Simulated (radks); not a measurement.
Task: These are the eigenvalues of the occupied orbitals of an atom or ion with whole-number occupations (eV). Method: Dirac Kohn-Sham, LDA (Slater exchange, Perdew-Wang correlation), spin-unpolarised, spherical densities, finite nucleus; Fermi nuclear charge, rms radius of each element as measured or else 0.836 A^(1/3) + 0.57 fm; computed with a radial shooting solver on a logarithmic mesh with Libxc functionals.

| orbital | eigenvalue |
|---|---|
| 1s1/2 | -13290.98 |
| 2s1/2 | -1729.631 |
| 2p1/2 | -1559.054 |
| 2p3/2 | -1511.645 |
| 3s1/2 | -237.0365 |
| 3p1/2 | -177.7145 |
| 3p3/2 | -170.8704 |
| 3d3/2 | -67.5636 |
| 3d5/2 | -66.4766 |
| 4s1/2 | -20.2813 |
| 4p1/2 | -8.3222 |
| 4p3/2 | -7.8130 |

Which element is it, and in what charge state? The configuration may be excited. Open shells, if any, fill j = l - 1/2 first.

Result: Z = 35, bromine, charge 0: Br in [Ar] 3d10 4s2 4p5. The list shows which subshells hold electrons but not how many an open one holds; the 1s level, -488.43 hartree, gives Z - s = 31.3 by -(Z - s)^2/2, which with screening and relativity narrows Z to a few neighbours, and the depths of the outer levels then fix element, charge and occupations together.
